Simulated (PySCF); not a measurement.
(1R)-1-chloro-1,2,2-trifluoroethane (C2H2ClF3), SMILES FC(F)[C@H](F)Cl.

Geometry: PBE-D3(BJ)/def2-SVP. One conformer was computed; it need not be the lowest.

Two levels are set side by side: TDDFT-PBE/def2-SVPD (PySCF) and TDDFT-ωB97X/def2-SVPD (PySCF). Vertical, same geometry. The lowest singlet is HOMO→LUMO 99 % with PBE and HOMO→LUMO 84 % with the other functional; states are paired by order. Differences are taken from unrounded values.

```csv
quantity,TDDFT-ωB97X,TDDFT-PBE,TDDFT-PBE minus TDDFT-ωB97X
lowest singlet excitation (eV),7.51,6.80,-0.71
lowest triplet excitation (TDA) (eV),6.79,6.20,-0.59
```

Functionals without exact exchange tend to place singlet excitations lower, as here. Differences between two approximate levels are no errors against the true value.

Rough cost on one machine, each run with all the roots and properties that it gave: TDDFT-ωB97X against TDDFT-PBE about 8 times.
